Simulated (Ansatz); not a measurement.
Reaction (SMILES): CS[Si](C)(C)SC + 6 [H][H] (H2) → 4 C (CH4) + 2 S (H2S) + [SiH4] (SiH4)
Each molecule is optimised on its own at B3LYP-D3(BJ)/def2-TZVP (Ansatz, a first-principles code), one conformer each, not searched for the lowest.

Property: energy of full hydrogenation (electronic energy difference), in eV. Valence correlation only, unless marked. No spin-orbit coupling. Non-relativistic. CBS marks a two-point X^-3 extrapolation of the correlation energy; Hartree-Fock from the larger set. [CCSD(T)-MP2]/basis is that difference in the basis named.

RI-MP2/CBS(aug-cc-pV(T+d)Z,aug-cc-pV(Q+d)Z)+[CCSD(T)-MP2]/aug-cc-pV(T+d)Z (Ansatz) gives -1.14 eV.

Problem. Another calculation gave -1.13 eV. Which level was it?
A) B3LYP/def2-TZVPD (Ansatz)
B) r2SCAN0/def2-TZVPD (Ansatz)
C) LC-wPBE/def2-TZVPD (Ansatz)
D) r2SCAN/def2-TZVPD (Ansatz)

Solution. D, r2SCAN/def2-TZVPD (Ansatz). The others give -1.58 (LC-wPBE), -1.32 (r2SCAN0), -1.93 (B3LYP) eV.
